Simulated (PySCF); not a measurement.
Isomers C5H10N2:

A. `C=N/N=C(\C)CC`
B. SMILES CCN1CCC=N1
C. SMILES N1=C(C)[C@H](C)CN1

Spectrum 1. 1H NMR (500 MHz, computed): δ 6.30 (t, J = 2.5 Hz, 1H), 3.27 (q, J = 7.8 Hz, 2H), 2.93 (m, 2H), 2.52 (m, 2H), 0.87 (t, J = 7.8 Hz, 3H). 13C{1H} NMR (computed): δ 138.4 (CH), 47.9 (CH2), 46.8 (CH2), 35.9 (CH2), 8.1 (CH3).

Spectrum 2. 1H NMR (500 MHz, computed): δ 4.17 (br s, 1H), 3.43 (m, 1H), 2.57 (m, 1H), 2.54 (m, 1H), 1.85 (d, J = 2.4 Hz, 3H), 1.09 (m, 3H). 13C{1H} NMR (computed): δ 152.0 (C), 58.3 (CH2), 43.3 (CH), 16.8 (CH3), 15.5 (CH3).

Spectrum 3. 1H NMR (500 MHz, computed): δ 6.58 (m, 1H), 6.58 (m, 1H), 2.14 (q, J = 8.6 Hz, 2H), 1.68 (s, 3H), 1.13 (t, J = 8.6 Hz, 3H). 13C{1H} NMR (computed): δ 160.4 (C), 138.4 (CH2), 35.2 (CH2), 16.0 (CH3), 13.3 (CH3).

Computed data (PySCF 2.14): PBE0/pcSseg-1 with gauge-including orbitals, J couplings at B3LYP/pcJ-1 (spin–dipole term left out of most H,H and C,H couplings), PBE0-D3(BJ)/def2-SVP geometry. Fast rotation and ring inversion assumed for equivalent nuclei, a single conformation, isolated molecule, non-relativistic Hamiltonian.

Shifts are taken against calculated references (same method and geometry level): 1H (σ = 31.27 ppm), 13C (σ = 184.41 ppm) against TMS. Multiplet labels drop J under 1 Hz and among equivalent protons, and merge close values. Unscaled 3J(H,H) run several per cent high. Vicinal couplings that depend on rotamer populations or ring flexing (ring, CH–CH, X–H and H–F types) are those of the one conformer. Shifts are as computed. Against solution values, carbons near 30 ppm lie about +2 ppm off and those near 130 ppm about +5 ppm. Of 1313 compounds with measured shifts, 239 miss one by over three times the rms of a fit or turn the order of signals round; such compounds aren't used in these exercises. OH and NH positions are gas-phase values without hydrogen bonding to other molecules.

Task: Which spectrum belongs to which compound?

Result: 1–B, 2–C, 3–A.

- Spectrum 1 (B): 5 13C signals; δC 47.9 is an sp3 CH2 bonded to N; δC 46.8 is an sp3 CH2 bonded to N.
- Spectrum 2 (C): 5 13C signals; δC 58.3 is an sp3 CH2 bonded to N; δC 43.3 is an sp3 CH in a ring.
- Spectrum 3 (A): 5 13C signals; δC 35.2 is an sp3 CH2; δC 16.0 is a methyl carbon.
